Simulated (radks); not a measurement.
Problem. The mean radii <r> (bohr) of the occupied orbitals of an atom or ion are listed with their occupations. All-electron calculation, Dirac Kohn-Sham, RPBE, spin-unpolarised, spherical densities, finite nucleus; Fermi nuclear charge, rms radius of each element as measured or else 0.836 A^(1/3) + 0.57 fm. Program: a radial shooting solver on a logarithmic mesh with Libxc functionals.

orbital     occ.      <r>
1s1/2          2  0.07302
2s1/2          2   0.3428
2p1/2          2   0.3054
2p3/2          4   0.3080
3s1/2          2    1.032
3p1/2    1.66667    1.086
3p3/2    3.33333    1.092

Name the element and its charge. Open shells, if any, are shared by 2j + 1.

Solution. Z = 21, scandium, charge +4: Sc4+ in [Ne] 3s2 3p5. The 1s radius gives Z: for a bare nucleus <r> = (2 gamma + 1)/(2Z) with gamma = sqrt(1 - (Z/c)^2), 0.07087 bohr for Z = 21, and screening makes it slightly larger (0.07302 here). The occupations add up to 17, and the charge is Z minus that.
